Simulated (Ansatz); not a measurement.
Single points on K3⁺.

```yaml
crystal:
  periodic: [false, false, false]
  atoms:
    - {symbol: K, position_ang: [-0.086682, 0.851726, -2.391105]}
    - {symbol: K, position_ang: [-2.089652, -0.947787, 1.086207]}
    - {symbol: K, position_ang: [2.176335, 0.096051, 1.304898]}
basis:
  gaussian: {orbitals: def2-SVP, initial_orbitals: start.molden}
total_charge: 1
hamiltonian: {xc: pbe}
scf: {omitted_lower_state_checks: [starts]}
output: {orbitals: {seedname: orbitals}}
```

The file start.molden holds the orbitals of an earlier run on this structure, at another level or in another basis.

```sh
$ ansatz run in.yaml --threads 4 --pin off --events-out ev --progress --plain --max-ram 3916MiB
```

Shortened log:

```
Functional definition: PBE
828 factors; their error is unknown
mean field evaluation 1: about -48946.3995 eV, gradient 2.7e0 eV
mean field evaluation 2: about -48946.4100 eV, gradient 2.4e-2 eV
mean field evaluation 4: about -48946.3509 eV, gradient 2.1e-5 eV
mean field -48946.35087202 eV, -1798.7452175185 hartree, gradient 2.3e-5 eV, S^2 0.000000; 0 other end points of the search recorded, 0 dependent functions left out
reference -48946.35097398 eV, -1798.7452212655 hartree; 28, 28 occupied and 44, 44 virtual orbitals, 828 factors
Total energy: -48946.35097398 eV, -1798.7452212655 hartree
Checks for a lower state left out: starts
```

Run time 0.45 s (4 threads of Intel Xeon 6975P-C on a shared host).

The first input with `gaussian: {orbitals: def2-TZVP, initial_orbitals: start.molden}`, `hamiltonian: {xc: {name: CAM-B3LYP}}` (abridged; 0.7 s):

```
Functional definition: CAM-B3LYP
mean field -48972.15304556 eV, -1799.6934299067 hartree, gradient 3.9e-5 eV, S^2 0.000000
Total energy: -48972.15315683 eV, -1799.6934339957 hartree
Checks for a lower state left out: starts
```

Geometry: PBE/def2-TZVP.

The structure comes from a short search, and lower isomers may exist.
